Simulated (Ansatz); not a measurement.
MnBr₂ was relaxed with r2SCAN-D4 (def2-TZVP) in Ansatz in these states: charge +1 singlet, neutral sextet. The geometries follow in no particular order.

A:

```xyz
3

Mn    0.6623   -0.2847   -0.3470
Br   -0.9354   -1.5229    0.3868
Br    0.2731    1.8076   -0.0398
```

B:

Cartesian coordinates in Å:
```
Mn 0.000 -0.001 -0.002
Br 2.226 -0.640 -0.036
Br -2.226 0.641 0.038
```

**Question.** Judge from the bond lengths which geometry belongs to which state (an estimate).

**Answer.** A is the charge +1 singlet (Mn1–Br3 2.150 Å, Mn1–Br2 2.150 Å); B is the neutral sextet (Mn1–Br3 2.317 Å, Mn1–Br2 2.317 Å).

A triplet lies near this restricted singlet, and broken spin symmetry wasn't tried. At PBE0-D4/def2-TZVP a triplet lies 2.11 eV below the charge +1 singlet. These are the stationary points nearest to one start from a short search; other shapes may lie lower in each state.
